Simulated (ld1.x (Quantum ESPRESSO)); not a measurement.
## Ranking TM potentials for Ca

All share these settings but for the change named:

ld1.x (Quantum ESPRESSO) 7.5 input, shortened:

```
&input
   title='Ca', zed=20., rel=1, dft='PBE', iswitch=3,
   config='[Ar] 3d0 4s1 4p1'
 /
 &inputp
   pseudotype=2, tm=.true., lloc=0,
   nlcc=.false.
 /
3
3P  2  1   6.00   0.00  1.45  1.45  0.0
3D  3  2   0.00   0.00  2.50  2.50  0.0
3S  1  0   2.00   0.00  1.30  1.30  0.0
 &test
   configts(1)='3s2 3p6 3d0 4s1 4p1'
 /
```

Occupied shells without a wave of their own: 4p, 4s. They enter only through the test configuration that unscreens the potential.

Test errors are all-electron minus pseudo excitation energies from the reference, over 3s2 3p6 3d0 4s2 4p0; 3s2 3p6 3d0 4s1 4p0; 3s2 3p6 3d0 4s0 4p0; 3s2 3p5 3d0 4s2 4p0; 3s2 3p6 3d0 4s0 4p1; 3s2 3p6 3d0 4s0 4p2; 3s2 3p6 3d0 4s1.5 4p0. None of these files shows a bound ghost.

The base gives 128.5 meV.

Of 6 variants that were run, those that failed, showed a ghost or another fault, or gave nearly equal values are left out.

Rank these variants by their largest absolute test error, smallest first.
A. all radii scaled by about 1.15 (s 1.50, p 1.66, d 2.88 bohr)
B. all radii scaled by about 1.03 (s 1.34, p 1.50, d 2.58 bohr)
C. all radii scaled by about 0.90 (s 1.16, p 1.30, d 2.24 bohr)
D. all radii scaled by about 1.28 (s 1.66, p 1.86, d 3.20 bohr)
E. all radii scaled by about 0.81 (s 1.04, p 1.18, d 2.02 bohr)

E (52.6 meV), C (74.1 meV), B (176.4 meV), A (324.2 meV), D (575.3 meV).
